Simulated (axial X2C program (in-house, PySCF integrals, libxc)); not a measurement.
## BaB: cheaper levels and CCSD(T), with spin–orbit coupling

Computed with an axial X2C code built on PySCF integrals. Two-component (2c) means X2C with spin–orbit coupling and atomic mean-field two-electron Coulomb and Gaunt terms. Basis: Ba dyall-cv3z [14s14p9d5f1g], B dyall-v3z [7s6p2d1f] (cores contracted in-house); Gaussian nuclei, density fitting, unrestricted open shells. Masses: Ba 137.905 u, B 11.009 u.

State: Ω = 3/2 (⟨Sz⟩ = 1.50, ⟨Lz⟩ = 0.00 at HF); fragments Ba + B.

```json
{"level": "PBE0", "Re (Å)": "2.504", "ωe (cm⁻¹)": "424.6"}
{"level": "MP2", "Re (Å)": "2.573", "ωe (cm⁻¹)": "396.0"}
{"level": "CCSD", "Re (Å)": "2.606", "ωe (cm⁻¹)": "386.7"}
{"level": "TPSS", "Re (Å)": "2.530", "ωe (cm⁻¹)": "416.8"}
```

Correlated methods: 13 electrons correlated (number of frozen shells: Ba 4 s, 3 p, 2 d; B 1 s), 275 virtual spin orbitals or spinors in MP2, 90 natural virtuals in coupled cluster.

CCSD(T), same Hamiltonian and basis:

Re = 2.599 Å, ωe = 389.9 cm⁻¹; T1 = 0.039 (Lee–Taylor normalisation).

(1) Give the differences from CCSD(T) in the columns below.

Occupations by symmetry block were frozen at the best pattern of an incomplete PBE0 search. De is not given where an atomic determinant may have missed its ground term or J level, or where the truncated virtual space spoils (T). Density functionals use the spin component along the axis (collinear). Coupled cluster ran in a truncated set of natural virtual spinors; the MP2 energy of the rest was added. (T) has no such correction and the atoms are truncated less, which lowers De at CCSD(T) by a hundredth of an eV or more. PBE0 can misorder states that lie within some tenths of an eV, so this need not be the ground state of the molecule. The nearest other 2c determinant of the search, Ω = 1/2, lies 0.28 eV up at the distance of the search. The functionals have no current-density term, which raises determinants with orbital currents, atoms included. The spin of this state cannot come from the lowest atoms; the curve heads to a higher limit, and no De is given. With several unpaired electrons one determinant need not be a pure state. This is the top spin component of a Σ state; components of lower Ω are not single determinants and can lie lower.

## Answers

(1) 

| level | ΔRe (Å) | Δωe (cm⁻¹) |
| --- | --- | --- |
| PBE0 | -0.095 | 35 |
| MP2 | -0.026 | 6 |
| CCSD | 0.007 | -3 |
| TPSS | -0.069 | 27 |
